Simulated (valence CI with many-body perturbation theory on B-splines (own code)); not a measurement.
## E1 line list for Pm⁵⁵⁺

Method: valence CI with perturbative core correlation (CI+MBPT): four valence electrons over a frozen Dirac-Fock core [He], radial functions for each j: 11 s, 11 p, 9 d, 7 f, 5 g, 2 h, 1 i, with the one-electron correlation potential Σ1, the two-electron term Σ2, the three-electron term Σ3, Breit, model QED; selected CI, second order for the rest (own B-spline code, finite nucleus).

No measured spectrum was set against this ion. As an estimate, large intervals hold to a few tenths of a per cent, small ones and those within an open d or f shell to about a per cent. Among the levels kept, up to 280 cm⁻¹ of a level comes from second order outside the variational space, and about a tenth of that is noise between levels of different J, which matters for small intervals.

Lines 101 to 150 of 263 in falling wavelength, among levels below 578.05 Ry, chosen from the strongest by gf and those to the six lowest levels. Wavelengths and rates use the calculated energies. Electric multipoles are in the length gauge, E1 and E2 with the static RPA response of the core. Weak lines are less certain than strong ones. Lines between different terms over intervals too small for the method are left out, as are lines whose strength nearly cancels. The highest levels of a list are the least certain.

Levels are named by their leading jj configuration (3d3/2^4 stands for four electrons in 3d with j = 3/2), which in mixed levels can hold well under half, so a name can repeat and another be missing. Letters in brackets count levels of one name in rising energy.

```
λ vac (nm)                           Upper                       Lower   A (s⁻¹)  S (a.u.)
    0.2052             (2s 2p1/2^2 3s) J=1      (2s 2p1/2^2 2p3/2) J=2  7.15e+13  9.14e-04
    0.2048     (2s 2p1/2 2p3/2 3s) J=2 [b]      (2s 2p1/2 2p3/2^2) J=3  6.34e+13  1.34e-03
    0.2048             (2s^2 2p1/2 3s) J=1      (2s^2 2p1/2 2p3/2) J=2  7.23e+13  9.19e-04
    0.2045     (2s 2p1/2 2p3/2 3s) J=1 [a]  (2s 2p1/2 2p3/2^2) J=2 [a]  6.89e+13  8.73e-04
    0.2044             (2s^2 2p3/2 3s) J=2          (2s^2 2p3/2^2) J=2  4.62e+13  9.73e-04
    0.2043             (2s^2 2p1/2 3s) J=0      (2s^2 2p1/2 2p3/2) J=1  8.90e+13  3.74e-04
    0.2042             (2s^2 2p1/2 3s) J=1      (2s^2 2p1/2 2p3/2) J=1  1.42e+13  1.79e-04
    0.2041             (2s^2 2p3/2 3s) J=1          (2s^2 2p3/2^2) J=2  7.63e+13  9.61e-04
    0.2030          (2s^2 2p1/2 3p3/2) J=1      (2s 2p1/2^2 2p3/2) J=2  4.68e+12  5.80e-05
    0.1972          (2s 2p1/2^2 3d3/2) J=1      (2s 2p1/2^2 2p3/2) J=1  7.87e+13  8.93e-04
    0.1965  (2s 2p1/2 2p3/2 3d5/2) J=2 [a]  (2s 2p1/2 2p3/2^2) J=1 [a]  6.95e+13  1.30e-03
    0.1956  (2s 2p1/2 2p3/2 3d3/2) J=1 [c]  (2s 2p1/2 2p3/2^2) J=1 [b]  1.09e+14  1.21e-03
    0.1956  (2s 2p1/2 2p3/2 3d5/2) J=3 [b]  (2s 2p1/2 2p3/2^2) J=2 [b]  5.50e+13  1.42e-03
    0.1955  (2s 2p1/2 2p3/2 3d5/2) J=1 [a]      (2s 2p1/2 2p3/2^2) J=0  2.26e+14  2.50e-03
    0.1955  (2s 2p1/2 2p3/2 3p1/2) J=2 [b]          (2s^2 2p3/2^2) J=2  9.48e+11  1.75e-05
    0.1955  (2s 2p1/2 2p3/2 3d5/2) J=1 [b]  (2s 2p1/2 2p3/2^2) J=1 [b]  1.96e+14  2.17e-03
    0.1954  (2s 2p1/2 2p3/2 3d5/2) J=2 [b]  (2s 2p1/2 2p3/2^2) J=1 [b]  1.44e+14  2.65e-03
    0.1953  (2s 2p1/2 2p3/2 3d5/2) J=2 [b]  (2s 2p1/2 2p3/2^2) J=2 [b]  2.36e+14  4.33e-03
    0.1952  (2s 2p1/2 2p3/2 3d3/2) J=2 [a]  (2s 2p1/2 2p3/2^2) J=2 [a]  5.39e+13  9.90e-04
    0.1952      (2s 2p1/2 2p3/2 3d5/2) J=0  (2s 2p1/2 2p3/2^2) J=1 [b]  5.29e+14  1.94e-03
    0.1952  (2s 2p1/2 2p3/2 3d3/2) J=1 [a]  (2s 2p1/2 2p3/2^2) J=2 [a]  8.34e+13  9.18e-04
    0.1951  (2s 2p1/2 2p3/2 3d3/2) J=3 [b]      (2s 2p1/2 2p3/2^2) J=3  3.39e+13  8.69e-04
    0.1950          (2s 2p1/2^2 3d3/2) J=1      (2s 2p1/2^2 2p3/2) J=2  1.96e+13  2.15e-04
    0.1950  (2s 2p1/2 2p3/2 3d3/2) J=2 [d]  (2s 2p1/2 2p3/2^2) J=2 [b]  7.33e+13  1.34e-03
    0.1950  (2s 2p1/2 2p3/2 3d3/2) J=2 [b]      (2s 2p1/2 2p3/2^2) J=3  7.05e+13  1.29e-03
    0.1949          (2s 2p1/2^2 3d5/2) J=2      (2s 2p1/2^2 2p3/2) J=1  5.82e+14  1.06e-02
    0.1949  (2s 2p1/2 2p3/2 3d3/2) J=1 [d]  (2s 2p1/2 2p3/2^2) J=1 [b]  2.62e+14  2.88e-03
    0.1949          (2s^2 2p1/2 3d3/2) J=2      (2s^2 2p1/2 2p3/2) J=2  1.08e+14  1.96e-03
    0.1949          (2s 2p1/2^2 3d3/2) J=2      (2s 2p1/2^2 2p3/2) J=2  1.33e+14  2.44e-03
    0.1948  (2s 2p1/2 2p3/2 3d3/2) J=1 [d]  (2s 2p1/2 2p3/2^2) J=2 [b]  1.41e+14  1.54e-03
    0.1947  (2s 2p1/2 2p3/2 3p1/2) J=1 [b]          (2s^2 2p3/2^2) J=2  5.91e+12  6.45e-05
    0.1946  (2s 2p1/2 2p3/2 3p1/2) J=2 [c]          (2s^2 2p3/2^2) J=2  2.87e+12  5.23e-05
    0.1945  (2s 2p1/2 2p3/2 3d5/2) J=1 [b]      (2s 2p1/2 2p3/2^2) J=0  1.83e+14  1.99e-03
    0.1944          (2s^2 2p1/2 3d3/2) J=2      (2s^2 2p1/2 2p3/2) J=1  1.13e+13  2.05e-04
    0.1942          (2s^2 2p1/2 3d3/2) J=1      (2s^2 2p1/2 2p3/2) J=2  1.77e+13  1.91e-04
    0.1941          (2s^2 2p3/2 3d3/2) J=2          (2s^2 2p3/2^2) J=2  3.46e+13  6.24e-04
    0.1940          (2s^2 2p3/2 3d3/2) J=3          (2s^2 2p3/2^2) J=2  1.04e+12  2.63e-05
    0.1938          (2s^2 2p3/2 3d3/2) J=1          (2s^2 2p3/2^2) J=2  1.27e+14  1.37e-03
    0.1938  (2s 2p1/2 2p3/2 3d3/2) J=2 [c]      (2s 2p1/2 2p3/2^2) J=3  8.13e+13  1.46e-03
    0.1937          (2s^2 2p1/2 3d3/2) J=1      (2s^2 2p1/2 2p3/2) J=1  1.05e+14  1.13e-03
    0.1935          (2s^2 2p3/2 3d5/2) J=1          (2s^2 2p3/2^2) J=0  6.38e+14  6.84e-03
    0.1934  (2s 2p1/2 2p3/2 3d5/2) J=3 [b]      (2s 2p1/2 2p3/2^2) J=3  4.99e+14  1.25e-02
    0.1933  (2s 2p1/2 2p3/2 3d5/2) J=2 [a]  (2s 2p1/2 2p3/2^2) J=2 [a]  3.82e+14  6.82e-03
    0.1933  (2s 2p1/2 2p3/2 3p3/2) J=1 [a]          (2s^2 2p3/2^2) J=0  7.57e+13  8.09e-04
    0.1933          (2s 2p1/2^2 3d5/2) J=3      (2s 2p1/2^2 2p3/2) J=2  6.51e+14  1.62e-02
    0.1933  (2s 2p1/2 2p3/2 3d5/2) J=4 [b]      (2s 2p1/2 2p3/2^2) J=3  8.66e+14  2.78e-02
    0.1931          (2s^2 2p1/2 3d5/2) J=2      (2s^2 2p1/2 2p3/2) J=2  7.35e+13  1.31e-03
    0.1931  (2s 2p1/2 2p3/2 3d5/2) J=3 [a]  (2s 2p1/2 2p3/2^2) J=2 [a]  8.70e+14  2.16e-02
    0.1930  (2s 2p1/2 2p3/2 3d5/2) J=2 [b]      (2s 2p1/2 2p3/2^2) J=3  5.20e+13  9.23e-04
    0.1930          (2s^2 2p1/2 3d5/2) J=3      (2s^2 2p1/2 2p3/2) J=2  6.54e+14  1.63e-02
```
